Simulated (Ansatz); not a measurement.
Method: PBE-D3(BJ)/def2-SVP (Ansatz, an electronic-structure program). No frequencies were computed at this level.

Ansatz 0.2 input:
```yaml
crystal:
  periodic: [false, false, false]
  atoms:
    - { symbol: Ti, position_ang: [-0.000001, -0.000002, -0.000005] }
    - { symbol: H, position_ang: [-0.444392, -1.472173, 0.795231] }
    - { symbol: H, position_ang: [1.723222, 0.165796, 0.013597] }
    - { symbol: H, position_ang: [-0.563453, -0.035331, -1.636599] }
    - { symbol: H, position_ang: [-0.715376, 1.341709, 0.827775] }
basis:
  gaussian: { orbitals: def2-svp }
hamiltonian:
  xc: pbe
  dispersion: d3bj
relax:
  max_steps: 150
```

Output:

```
Functional definition: PBE
612 factors; their error is unknown
mean field evaluation 1: about -23166.8504 eV, gradient 1.3e1 eV
mean field evaluation 2: about -23163.7489 eV, gradient 3.7e1 eV
mean field evaluation 4: about -23167.4918 eV, gradient 4.1e0 eV
mean field evaluation 8: about -23167.5450 eV, gradient 2.1e-2 eV
mean field evaluation 16: about -23167.5299 eV, gradient 6.3e-6 eV
mean field -23167.52987734 eV, -851.3910194766 hartree, gradient 6.0e-6 eV, S^2 0.000000; 0 other end points of the search recorded, 0 dependent functions left out
reference -23167.52990621 eV, -851.3910205374 hartree; 13, 13 occupied and 38, 38 virtual orbitals, 612 factors
relax step   1: F+E_penalty+E_count = -23167.58179862 eV  Δ(F+E_penalty+E_count) = +0.000e0 eV  max|allowed force component| = 2.969e-1 eV/Å  Δτ_max = 0.0000 Å  (25 SCF iters, accepted)
these checks for a lower state are left out or cut short: starts, cluster_reference, orbital_swaps, neighbouring_geometries, increment
612 factors; their error is unknown
mean field -23167.54592550 eV, -851.3916092355 hartree, gradient 3.5e-6 eV, S^2 0.000000; 0 other end points of the search recorded, 0 dependent functions left out
reference -23167.54595429 eV, -851.3916102935 hartree; 13, 13 occupied and 38, 38 virtual orbitals, 612 factors
relax step   2: F+E_penalty+E_count = -23167.59822450 eV  Δ(F+E_penalty+E_count) = -1.643e-2 eV  max|allowed force component| = 8.420e-2 eV/Å  Δτ_max = 0.0369 Å  (24 SCF iters, accepted)
these checks for a lower state are left out or cut short: starts, cluster_reference, orbital_swaps, neighbouring_geometries, increment
612 factors; their error is unknown
mean field evaluation 32: about -23167.5473 eV, gradient 5.8e-6 eV
mean field -23167.54730078 eV, -851.3916597763 hartree, gradient 5.8e-6 eV, S^2 0.000000; 0 other end points of the search recorded, 0 dependent functions left out
reference -23167.54732959 eV, -851.3916608349 hartree; 13, 13 occupied and 38, 38 virtual orbitals, 612 factors
relax step   3: F+E_penalty+E_count = -23167.59952109 eV  Δ(F+E_penalty+E_count) = -1.297e-3 eV  max|allowed force component| = 2.313e-3 eV/Å  Δτ_max = 0.0075 Å  (25 SCF iters, accepted)
612 factors; their error is unknown
mean field -23167.54730078 eV, -851.3916597763 hartree, gradient 5.6e-6 eV, S^2 0.000000; 1 other end points of the search recorded, 0 dependent functions left out
reference -23167.54732959 eV, -851.3916608349 hartree; 13, 13 occupied and 38, 38 virtual orbitals, 612 factors
Total energy: -23167.59954990 eV, -851.3935798957 hartree
Atom 0 at     0.000000    -0.000000    -0.000000 Å, force    -0.000000    -0.000000    -0.000001 eV/Å
Atom 1 at    -0.436851    -1.447190     0.781731 Å, force    -0.000596    -0.001976     0.001068 eV/Å
Atom 2 at     1.693978     0.162981     0.013363 Å, force     0.002313     0.000223     0.000018 eV/Å
Atom 3 at    -0.553889    -0.034733    -1.608820 Å, force    -0.000756    -0.000047    -0.002196 eV/Å
Atom 4 at    -0.703238     1.318941     0.813726 Å, force    -0.000960     0.001801     0.001111 eV/Å
Dipole moment:     0.000000    -0.000000     0.000000 e Å
```

Cost: about 3 core-seconds (a rough figure).
